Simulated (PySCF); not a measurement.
**Hg⁵¹⁺ (mercury, charge +51) across methods**

[Ar] 3d10 4s1, 2S determinant. Computed with PySCF 2.14 in an uncontracted even-tempered set (17 s from 6.6 bohr⁻², ratio 2.5; 11 p from 8.6 bohr⁻², ratio 2.5; 8 d from 15 bohr⁻², ratio 2.5; 4 f from 39 bohr⁻², ratio 2.7; 4 g from 58 bohr⁻², ratio 2.7), with the non-relativistic Hamiltonian (point nucleus).

```json
{"method": "revPBE", "E (hartree)": "-16473.71", "mean ε 3d α (eV)": "-4931.8", "mean ε 3d β (eV)": "-4930.5", "mean ε 4s α (eV)": "-2804.1", "Σ⟨r²⟩ (bohr²)": "0.8504", "⟨S²⟩": "0.750"}
{"method": "UHF", "E (hartree)": "-16473.02488", "mean ε 3d α (eV)": "-5009.1", "mean ε 3d β (eV)": "-5007.7", "mean ε 4s α (eV)": "-2824.9", "Σ⟨r²⟩ (bohr²)": "0.8505", "⟨S²⟩": "0.750"}
{"method": "r2SCAN", "E (hartree)": "-16474.16", "mean ε 3d α (eV)": "-4939.4", "mean ε 3d β (eV)": "-4938.0", "mean ε 4s α (eV)": "-2803.8", "Σ⟨r²⟩ (bohr²)": "0.8507", "⟨S²⟩": "0.750"}
{"method": "PBE", "E (hartree)": "-16473.21", "mean ε 3d α (eV)": "-4931.7", "mean ε 3d β (eV)": "-4930.5", "mean ε 4s α (eV)": "-2804.9", "Σ⟨r²⟩ (bohr²)": "0.8505", "⟨S²⟩": "0.750"}
{"method": "LDA", "E (hartree)": "-16464.04", "mean ε 3d α (eV)": "-4931.0", "mean ε 3d β (eV)": "-4929.8", "mean ε 4s α (eV)": "-2805.2", "Σ⟨r²⟩ (bohr²)": "0.8510", "⟨S²⟩": "0.750"}
{"method": "PBE0", "E (hartree)": "-16473.58", "mean ε 3d α (eV)": "-4951.6", "mean ε 3d β (eV)": "-4950.3", "mean ε 4s α (eV)": "-2810.1", "Σ⟨r²⟩ (bohr²)": "0.8505", "⟨S²⟩": "0.750"}
```

(1) Estimate the same row for B97-3.

A non-relativistic calculation at this Z misses sizeable relativistic shifts. Spin-orbit coupling, which splits the p, d and f shells strongly at this Z, is absent.

Results:

(1) E (hartree) = -16473.46; mean ε 3d α (eV) = -4953.6; mean ε 3d β (eV) = -4952.5; mean ε 4s α (eV) = -2810.7; Σ⟨r²⟩ (bohr²) = 0.8504; ⟨S²⟩ = 0.750.
